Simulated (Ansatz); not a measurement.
Cost and result for the atomization energy of `N#C[SiH2][SiH2]Cl` (9 atoms, 8 bonds).

Cartesian coordinates in Å:
```
N 0.5121 -1.2601 -2.8176
C -0.0198 -1.0132 -1.8256
Si -0.7986 -0.5629 -0.2101
Si 0.6905 0.8737 0.8870
Cl -0.1716 1.3787 2.6864
H -2.0892 0.0992 -0.5112
H -1.0140 -1.8207 0.5423
H 1.9817 0.1957 1.1498
H 0.9090 2.1095 0.0989
```

The species carries charge 0 and has multiplicity 1. Geometry: relaxed with PBE0-D4/def2-TZVP. It is one conformer, not always the lowest. Program: Ansatz. All runs use 4 threads of an Arm Neoverse V2 on a shared host. Times are those of one run each, without the atoms' runs, and a repeat can differ threefold. Electronic energies, without spin–orbit coupling; frozen cores. CCSD(T)/CBS adds CCSD(T) − MP2 in def2-TZVPP to the MP2 limit, and its time is that of the two runs behind it. T1 = 0.013. B3LYP takes the VWN-RPA correlation (the form of Gaussian; ORCA's B3LYP/G).

CCSD(T)/CBS is a level of theory with its own doubt, some kJ/mol a heavy atom from the limit and from the frozen cores, so smaller differences don't rank the functionals.

```json
{"level": "revPBE-D4/def2-TZVPP", "functions": "244", "wall time": "2 s", "atomization (kcal/mol)": "751.6", "difference from CCSD(T)/CBS": "-5.3", "per bond": "-0.7"}
{"level": "CCSD(T)/def2-SVP", "functions": "102", "wall time": "3 s", "atomization (kcal/mol)": "701.0", "difference from CCSD(T)/CBS": "-55.9", "per bond": "-7.0"}
{"level": "PBE0-D4/def2-TZVPP", "functions": "244", "wall time": "3.3 s", "atomization (kcal/mol)": "753.3", "difference from CCSD(T)/CBS": "-3.6", "per bond": "-0.4"}
{"level": "CAM-B3LYP-D4/def2-TZVPP", "functions": "244", "wall time": "3.4 s", "atomization (kcal/mol)": "756.2", "difference from CCSD(T)/CBS": "-0.7", "per bond": "-0.1"}
{"level": "B3LYP-D4/def2-TZVPP (with forces)", "functions": "244", "wall time": "4.6 s", "atomization (kcal/mol)": "755.4", "difference from CCSD(T)/CBS": "-1.5", "per bond": "-0.2"}
{"level": "r2SCAN-D4/def2-TZVPP (with forces)", "functions": "244", "wall time": "4.9 s", "atomization (kcal/mol)": "755.4", "difference from CCSD(T)/CBS": "-1.5", "per bond": "-0.2"}
{"level": "B2PLYP/def2-TZVPP", "functions": "244", "wall time": "5 s", "atomization (kcal/mol)": "748.0", "difference from CCSD(T)/CBS": "-8.9", "per bond": "-1.1"}
{"level": "ωB97X-V/def2-TZVPP", "functions": "244", "wall time": "7.5 s", "atomization (kcal/mol)": "763.1", "difference from CCSD(T)/CBS": "6.2", "per bond": "0.8"}
{"level": "B97M-V/def2-TZVPP", "functions": "244", "wall time": "8 s", "atomization (kcal/mol)": "760.5", "difference from CCSD(T)/CBS": "3.6", "per bond": "0.5"}
{"level": "ωB97M-V/def2-TZVPP (with forces)", "functions": "244", "wall time": "11 s", "atomization (kcal/mol)": "759.3", "difference from CCSD(T)/CBS": "2.4", "per bond": "0.3"}
{"level": "MP2/def2-QZVPP", "functions": "444", "wall time": "18 s", "atomization (kcal/mol)": "762.0", "difference from CCSD(T)/CBS": "5.1", "per bond": "0.6"}
{"level": "CCSD(T)/def2-TZVPP", "functions": "244", "wall time": "100 s", "atomization (kcal/mol)": "732.9", "difference from CCSD(T)/CBS": "-24.0", "per bond": "-3.0"}
{"level": "CCSD(T)/CBS(def2)", "functions": "–", "wall time": "120 s", "atomization (kcal/mol)": "756.9", "difference from CCSD(T)/CBS": "0.0", "per bond": "0.0"}
```

From BLYP to BHLYP (50 % exact exchange), in def2-TZVPP and without D4, the atomization energy moves by −18.7 kcal/mol: exact exchange takes away binding that semilocal exchange gives to molecules. At CCSD(T), def2-SVP lies −55.8 kcal/mol from the extrapolated value and def2-TZVPP −24.0 kcal/mol: correlation converges slowly with the basis, and small sets miss more of it in the bonded molecule than in its fragments. The D4 term adds +8.9 kcal/mol with B3LYP and +4.7 kcal/mol with PBE0; it sums over pairs of atoms, weighted by their polarisabilities, and B3LYP, whose exchange is more repulsive, gets the larger term.
